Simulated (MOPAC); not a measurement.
MOPAC input (PM3):

```
PM3 PRECISE GNORM=0.05 LET XYZ UHF MS=0.5 GEO-OK AUX(PRECISION=9) THREADS=1
C4H6B

C     0.39948600 1    2.33212600 1    0.65042300 1
C     0.37391600 1    1.10707100 1    0.30952400 1
B    -0.03454400 1   -0.27967200 1   -0.07576200 1
C     1.09321800 1   -1.35753800 1   -0.30797400 1
C    -1.55145200 1   -0.64939100 1   -0.25119800 1
H     1.13707300 1   -1.96890300 1    0.60254200 1
H     2.09068700 1   -0.95705200 1   -0.48161900 1
H     0.82247600 1   -2.03385900 1   -1.12236100 1
H    -2.23900000 1   -0.00869900 1    0.29898700 1
H    -1.78481500 1   -0.53090800 1   -1.31754900 1
H    -1.74470200 1   -1.69582800 1   -0.00584400 1
```

From the output:

```
                                                       MOPAC v23.2.5 Linux

          FINAL HEAT OF FORMATION =        118.84732 KCAL/MOL =     497.25718 KJ/MOL

          COSMO AREA              =        126.14 SQUARE ANGSTROMS
          COSMO VOLUME            =        111.37 CUBIC ANGSTROMS

          GRADIENT NORM           =          0.04281          =       0.01291 PER ATOM
          IONIZATION POTENTIAL    =         10.899625 EV
          ALPHA SOMO LUMO (EV)    =        -11.151 -0.401
          BETA  SOMO LUMO (EV)    =        -10.900 -2.938
          NO. OF ALPHA ELECTRONS  =         13
          NO. OF BETA  ELECTRONS  =         12
          MOLECULAR WEIGHT        =         64.9014         POINT GROUP:  C2

          MOLECULAR DIMENSIONS (Angstroms)

            Atom       Atom       Distance
            H    11    C     1     4.69454
            H     9    H     7     4.22552
            H     6    H    10     2.85894

          SCF CALCULATIONS        =         48

   ATOM   CHEMICAL          X               Y               Z
  NUMBER   SYMBOL      (ANGSTROMS)     (ANGSTROMS)     (ANGSTROMS)

     1       C          0.54743331  *   2.27903052  *   0.64505115  *
     2       C          0.25454927  *   1.06415946  *   0.30172596  *
     3       B         -0.06519109  *  -0.27310490  *  -0.07732504  *
     4       C          1.06201735  *  -1.29656122  *  -0.26856386  *
     5       C         -1.53126947  *  -0.67327680  *  -0.28895102  *
     6       H          1.25874686  *  -1.73992643  *   0.72152573  *
     7       H          2.00227637  *  -0.86199081  *  -0.62674934  *
     8       H          0.78790120  *  -2.11419748  *  -0.94639783  *
     9       H         -2.22724882  *  -0.16890147  *   0.39160117  *
    10       H         -1.79963069  *  -0.37477644  *  -1.31564184  *
    11       H         -1.70058534  *  -1.75358039  *  -0.20532002  *

                             CARTESIAN COORDINATES

   1    C        0.547433312     2.279030517     0.645051150
   2    C        0.254549265     1.064159462     0.301725964
   3    B       -0.065191092    -0.273104898    -0.077325038
   4    C        1.062017347    -1.296561219    -0.268563863
   5    C       -1.531269472    -0.673276801    -0.288951020
   6    H        1.258746859    -1.739926430     0.721525727
   7    H        2.002276369    -0.861990808    -0.626749338
   8    H        0.787901199    -2.114197480    -0.946397833
   9    H       -2.227248824    -0.168901469     0.391601173
  10    H       -1.799630687    -0.374776444    -1.315641840
  11    H       -1.700585343    -1.753580386    -0.205320022

           Empirical Formula: C4 H6 B  =    11 atoms

      MOLECULAR POINT GROUP   :   C2

          ALPHA EIGENVALUES
 -34.53988 -29.71123 -28.75992 -20.32283 -15.70829 -15.21474 -14.56503 -13.46936
 -13.03580 -12.69086 -11.56572 -11.39972 -11.15087  -0.40075   0.18499   2.11441
   2.90441   3.56573   3.68640   4.05263   4.15824   4.26491   4.46361   4.51880
   4.60379   5.64555

           BETA EIGENVALUES
 -34.27031 -28.68949 -28.65700 -19.99475 -15.64774 -15.17116 -14.16142 -13.43644
 -12.77259 -12.34087 -11.13787 -10.89963  -2.93762  -0.39330   1.69126   2.41885
   3.25355   3.70125   3.87625   4.09731   4.18268   4.32106   4.50924   4.55328
   4.63849   5.90969

              NET ATOMIC CHARGES AND DIPOLE CONTRIBUTIONS

  ATOM NO.   TYPE          CHARGE      No. of ELECS.   s-Pop       p-Pop
    1          C           0.189569        3.8104     1.80384     2.00659
    2          C          -0.292257        4.2923     1.30881     2.98345
    3          B          -0.070383        3.0704     0.99855     2.07183
    4          C          -0.134058        4.1341     1.10601     3.02805
    5          C          -0.134713        4.1347     1.10598     3.02874
    6          H           0.086574        0.9134     0.91343
    7          H           0.066840        0.9332     0.93316
    8          H           0.067507        0.9325     0.93249
    9          H           0.068353        0.9316     0.93165
   10          H           0.086343        0.9137     0.91366
   11          H           0.066224        0.9338     0.93378
 DIPOLE           X         Y         Z       TOTAL
 POINT-CHG.    -0.127    -0.510    -0.141     0.544
 HYBRID        -0.302    -1.235    -0.346     1.318
 SUM           -0.428    -1.745    -0.487     1.862

          ATOMIC ORBITAL ELECTRON POPULATIONS

     Atom    s        px        py        pz
    1  C   1.80384   0.41377   0.95948   0.63334
    2  C   1.30881   0.71276   1.06437   1.20631
    3  B   0.99855   0.89928   0.79438   0.37817
    4  C   1.10601   1.01085   1.00776   1.00943
    5  C   1.10598   0.99519   1.02264   1.01091
    6  H   0.91343
    7  H   0.93316
    8  H   0.93249
    9  H   0.93165
   10  H   0.91366
   11  H   0.93378

                    (SZ)    =    0.500000
                    (S**2)  =    0.756409

          ATOMIC ORBITAL SPIN POPULATIONS

    Atom   Total    s     px     py     pz
         Atomic
    1  C  0.3284  0.005  0.346 -0.000 -0.022
    2  C  0.6509  0.035  0.527  0.051  0.038
    3  B -0.0974 -0.017 -0.025 -0.039 -0.017
    4  C  0.0742  0.011  0.026  0.032  0.006
    5  C  0.0733  0.011  0.043  0.011  0.009
    6  H -0.0041 -0.004
    7  H -0.0060 -0.006
    8  H -0.0047 -0.005
    9  H -0.0058 -0.006
   10  H -0.0041 -0.004
   11  H -0.0047 -0.005

 **********************
 *                    *
 * JOB ENDED NORMALLY *
 *                    *
 **********************

 == MOPAC DONE ==
```

The geometry given is a B3LYP-D3(BJ)/def2-TZVP minimum.
